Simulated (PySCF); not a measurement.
Two-component Hartree-Fock for W⁶³⁺ (tungsten, charge +63)

Start: [Ne] 3s1; 3s1/2 filled at m_j = +1/2. Calculated with PySCF 2.14 in an uncontracted even-tempered set (17 s from 21 bohr⁻², ratio 2.4; 14 p from 27 bohr⁻², ratio 2.4; 4 d from 85 bohr⁻², ratio 2.6; 4 f from 130 bohr⁻², ratio 2.6): generalised Hartree-Fock with the X2C-1e Hamiltonian and a Gaussian nucleus; one run each with spin-orbit coupling (SO) switched off, then screened by Boettger's factors.

```tsv
spinor shell	electrons	ε, spin-free (eV)	ε, screened SO (eV)	weight of nominal j (screened SO)	rms radius, screened SO (bohr)
1s1/2	2	-75377.3	-75361.5	1.000	0.0207
2s1/2	2	-17345.0	-17341.1	1.000	0.0823
2p1/2	2	-15854.5	-16854.8	1.000	0.0699
2p3/2	4	-15854.5	-15452.6	1.000	0.0769
3s1/2	1	-7137.0	-7136.3	1.000	0.196
```

```
   quantity     spin-free   screened SO
E (hartree)  -11315.28333  -11330.37459
        M_J           1/2           1/2
       ⟨J²⟩         0.750         0.750
       ⟨L²⟩         0.000         0.034
       ⟨S²⟩         0.750         0.784
```

Each row is a mean over spinors that exchange with the open shell spreads, by up to 16.758 eV (2s1/2).

Breit and QED terms are absent; they matter most for the inner s and p1/2 levels.

Densities and radii are taken from the X2C orbitals without a picture-change correction, which distorts them close to the nucleus.

Without spin-orbit coupling the j labels of p, d and f shells carry no meaning; the spin-free column gives the mean over the occupied spinors of each nl shell.
